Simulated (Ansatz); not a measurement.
Frontier orbitals of C$_{2}$H$_{7}$ClOSi (`CC(Cl)[SiH2]O`).

Charge 0, multiplicity 1. Geometry: relaxed with PBE0-D4/def2-TZVP. It is one conformer, not always the lowest. Basis def2-TZVPP, Ansatz 0.2.0.

Orbital energies of one run (eV). Highest occupied ones, from the top: -6.67, -7.29, -7.45, -8.13, -8.85, -9.07, -9.40, -10.14, -10.49, -11.41, -12.04, -13.78, -15.34, -18.55. Empty: -0.87, -0.33, 0.27, 1.04, 1.27, 1.48.

(1) Which functional gave them?
A. PBE
B. LC-ωPBE
C. r2SCANh
D. ωB97M-V

## Answers

(1) A. HOMO energies: PBE -6.67, r2SCANh -7.45, LC-ωPBE -10.74, ωB97M-V -10.25 eV.

LC-ωPBE has ω = 0.4 bohr⁻¹.
